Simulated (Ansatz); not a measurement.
One change: `SC=C=[Se]` becomes `BOC=C=[Se]`.

Ansatz, PBE0-D4/def2-TZVP geometries, multiplicity 1. Each molecule was computed in one conformer, which needn't be the lowest.

Scalar relativity is left out up to krypton.

```json
{"property": "LUMO energy (B3LYP/def2-TZVPP) / eV", "`SC=C=[Se]`": "-2.85"}
{"property": "LUMO energy (PBE/def2-TZVPP) / eV", "`SC=C=[Se]`": "-3.51"}
{"property": "HOMO energy (B3LYP/def2-TZVPP) / eV", "`SC=C=[Se]`": "-6.35"}
{"property": "HOMO–LUMO gap (B3LYP/def2-TZVPP) / eV", "`SC=C=[Se]`": "3.50"}
{"property": "size of the dipole moment (ωB97M-V/def2-TZVPP) / D", "`SC=C=[Se]`": "1.10"}
{"property": "HOMO energy (PBE/def2-TZVPP) / eV", "`SC=C=[Se]`": "-5.54"}
```

Problem. Give the same properties after the change, and the shifts. (Best estimate.)

Solution. The calculation gave: 
| property | `BOC=C=[Se]` | shift |
| --- | --- | --- |
| LUMO energy (B3LYP/def2-TZVPP) / eV | -3.16 | -0.31 |
| LUMO energy (PBE/def2-TZVPP) / eV | -3.87 | -0.36 |
| HOMO energy (B3LYP/def2-TZVPP) / eV | -6.15 | 0.20 |
| HOMO–LUMO gap (B3LYP/def2-TZVPP) / eV | 2.99 | -0.51 |
| size of the dipole moment (ωB97M-V/def2-TZVPP) / D | 0.76 | -0.34 |
| HOMO energy (PBE/def2-TZVPP) / eV | -5.35 | 0.19 |

With PBE0 the HOMO rises by 0.22 eV and the LUMO falls by 0.30 eV, so the gap narrows by about 0.52 eV. PBE moves the HOMO by 0.19 eV and ωB97M-V by 0.19 eV. Dipoles are sizes alone; their direction can turn.

B3LYP here is the variant with VWN-RPA as its local correlation; programs differ in this.

Spin–orbit coupling is left out; it splits and shifts lone-pair levels of the heavy atoms by tenths of an eV.
